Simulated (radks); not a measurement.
Q: All-electron atom: Ce3+ in [Xe] 5d1 (not the ground configuration). Method: non-relativistic Kohn-Sham, PBE, spin-polarised, spherical densities, point nucleus; open shells are filled with parallel spins first (spin-orbit coupling, left out, can overturn this in heavy ions); relativity is left out, which matters for an element this heavy; computed with a radial shooting solver on a logarithmic mesh with Libxc functionals. Some entries of the table are withheld. Estimate them.

orbital,occ.,eigenvalue (hartree),r(max) (bohr),<1/r> (bohr^-1)
1s down,1,-1408.677,0.01735,57.46
1s up,1,-1408.677,0.01735,57.46
2s up,1,-220.0558,0.09546,13.27
2s down,1,-220.0538,0.09546,13.27
2p up,3,-208.1879,0.07447,13.29
2p down,3,-208.1865,0.07447,13.29
3s up,1,-48.33167,0.2689,4.922
3s down,1,-48.33077,0.2689,4.922
3p up,3,-43.20392,0.2557,4.854
3p down,3,-43.20295,0.2557,4.854
3d up,5,-33.65437,0.2063,4.736
3d down,5,-33.65289,0.2063,4.736
4s up,1,-10.65573,0.6204,2.089
4s down,1,-10.65345,0.6204,2.089
4p up,3,-8.73596,0.6302,1.998
4p down,3,-8.73375,0.6303,1.998
4d up,5,(1),(2),(3)
4d down,5,(4),(5),(6)
5s up,1,-2.34104,1.412,0.8542
5s down,1,-2.32108,1.408,0.8582
5p up,3,-1.79211,1.528,0.7696
5p down,3,-1.76861,1.523,0.7734
5d up,1,-0.97326,1.897,0.5837
5d down,0,-0.94536,1.890,0.5846

A: 
(1) 4d up eigenvalue (hartree): -5.36596
(2) 4d up r(max) (bohr): 0.6483
(3) 4d up <1/r> (bohr^-1): 1.798
(4) 4d down eigenvalue (hartree): -5.36358
(5) 4d down r(max) (bohr): 0.6484
(6) 4d down <1/r> (bohr^-1): 1.798
